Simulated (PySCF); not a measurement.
# Correlation energy of Cd³⁺ (cadmium, charge +3)

[Kr] 4d9, 2D determinant. Computed with PySCF 2.14 in x2c-TZVPPall with one added diffuse shell each of s, p, d, f type (9s7p7d3f1g, 95 functions), with the spin-free X2C one-electron Hamiltonian (Gaussian nucleus). Frozen: [Kr]; 9 electrons correlated.

| level | correlation energy (mhartree) |
| --- | --- |
| CCSD | -270.49 |
| (T) | -5.70 |
| CCSD(T) | -276.19 |

Diagnostics: T1 = 0.00081, D1 = 0.0017, largest double amplitude 0.021.

Cost of the coupled-cluster step: of the order of 11 core-seconds, for 9 correlated electrons.
